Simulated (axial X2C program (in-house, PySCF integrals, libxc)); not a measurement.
# Spin–orbit effects down a group: molecules with As (ions), CCSD(T)

All values come from calculations with an axial X2C code built on PySCF integrals, spin-free (one-electron X2C) or two-component (2c: spin–orbit coupling with atomic mean-field Coulomb and Gaunt terms, which also bring small scalar terms), in Dyall basis sets with cores contracted in-house; open shells are unrestricted.

Basis sets: As dyall-cv3z, H dyall-v3z, Li dyall-cv3z, Na dyall-cv3z. Frozen shells (counts by l): AsH⁺ As 3s2p1d, H none, 5 electrons correlated; LiAs⁺ As 3s2p1d, Li 1s, 5 electrons correlated; NaAs⁺ As 3s2p1d, Na 1s, 13 electrons correlated. Coupled cluster in natural virtuals with an MP2 remainder. Where the outer core of a metal is frozen, bonds come out longer and ionisation energies lower. Frozen cores can differ along the series, which adds to the trend.

```csv
molecule,spin-free state,Re (Å),ωe (cm⁻¹),De (eV),2c state,Re 2c (Å),ωe 2c (cm⁻¹),De 2c (eV)
AsH⁺,"M_S = 1/2, Λ = 1",1.530,2185.0,3.05,Ω = 1/2,1.531,2182.3,n/a
LiAs⁺,"M_S = 3/2, Λ = 0",2.786,223.2,0.40,Ω = 3/2,2.785,223.7,0.40
NaAs⁺,"M_S = 3/2, Λ = 0",3.139,110.5,0.25,Ω = 3/2,3.138,110.9,0.25
```

Fragments in 2c: As+ + H, As + Li+, As + Na+. Each entry is the lowest single determinant of a limited PBE0 search at one distance. De goes to single-determinant-based atoms at the same level (for ions the charge split of lowest energy) and is withheld (n/a) where an atom does not fit its ground term or J level. Main or longest-lived isotopes. One determinant is a doubtful description, or other states lie close, for LiAs⁺, NaAs⁺; these need not be ground states, and all values refer to the states named. With several unpaired electrons the Ω given is that of one determinant, not necessarily of the lowest component.
